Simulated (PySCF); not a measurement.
Correlation energy of Si (silicon, neutral)

[Ne] 3s1 3p2 3d1, one real determinant (an excited configuration). All numbers are calculated (PySCF 2.14, the spin-free X2C one-electron Hamiltonian (Gaussian nucleus), in aug-cc-pCVTZ-DK). Frozen: [Ne]; 4 electrons correlated.

MP2 pair energies summed by pair of shells (mhartree):

```
 pair  energy  share (%)
3p-3d   -7.05       37.2
3p-3p   -6.06       32.0
3s-3p   -3.90       20.6
3s-3d   -1.94       10.2
```

Total MP2 correlation energy: -18.96 mhartree.

Same-spin part -18.96 and opposite-spin part 0.00 mhartree; SCS-MP2 scales them by 1/3 and 6/5 to -6.32 mhartree.

The reference is one real determinant that mixes LS terms of this configuration.
